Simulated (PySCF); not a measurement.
A calculated (B3LYP, PySCF 2.14, cc-pVTZ, the non-relativistic Hamiltonian (point nucleus)) atom or ion has these occupied shells.

```tsv
shell	electrons	orbital energy (eV)	rms radius, mean of both spins (bohr)
1s α	1	-695.66	0.205
1s β	1	-693.77	0.205
2s α	1	-52.297	1.06
2s β	1	-47.005	1.06
2p α	3	-32.298	1.11
2p β	1	-28.724	1.11
```

Question: Name the element and its charge.

Answer: F⁺ (fluorine, charge +1), in [He] 2s2 2p4, high-spin 3P determinant.
